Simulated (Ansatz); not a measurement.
`F[SiH](Br)Br` + H₂ → `Br[SiH2]Br` + H–F  (hydrogenolysis of the Si–F bond)

Program: Ansatz. Geometries: PBE0-D4/def2-TZVP. ΔE: electronic, gas phase. CBS: MP2 limit from def2 TZ/QZ plus the TZ coupled-cluster correction, frozen cores. This one scheme is used for every species. Functionals use def2-TZVPP. B3LYP here is the variant with VWN-RPA as its local correlation; programs differ in this. For Br outer-core shells are correlated without core-valence functions, which leaves a few kJ/mol of doubt a bond. Scalar relativity is left out up to krypton.

Task: Is it downhill or uphill in electronic energy at CCSD(T)/CBS, and by how much? (Estimate.)

Result: The calculation gave: Uphill: ΔE = +28.0 kcal/mol.

Task: What do these levels give: LDA (SPW92), revPBE-D4, r2SCAN-D4, PBE0-D4, r2SCANh-D4, revPBE, B3LYP, CAM-B3LYP, LC-ωPBE, HF/def2-TZVPP, CCSD(T)/def2-TZVPP, HF/def2-QZVPP? (Estimate.)

Result: Computed: LDA (SPW92) 27.8, revPBE-D4 27.7, r2SCAN-D4 30.4, PBE0-D4 26.6, r2SCANh-D4 29.8, revPBE 26.2, B3LYP 28.2, CAM-B3LYP 29.0, LC-ωPBE 27.2, HF/def2-TZVPP 27.1, CCSD(T)/def2-TZVPP 27.7, HF/def2-QZVPP 27.6 kcal/mol.

Largest T1 diagnostic among the species: 0.008.

Leaving LDA and LC-ωPBE aside and taking each functional with its dispersion term where it has one, the values, not all of them listed here, spread over 4.0 kcal/mol, from HSE06-D4 to B97M-V. LDA lies +0.9 kcal/mol from PBE without D4. At CCSD(T), def2-SVP lies −3.2 kcal/mol from the extrapolated value and def2-TZVPP −0.3 kcal/mol. From r2SCAN to r2SCAN0 (25 % exact exchange), in def2-TZVPP and without D4, ΔE moves by −1.4 kcal/mol.
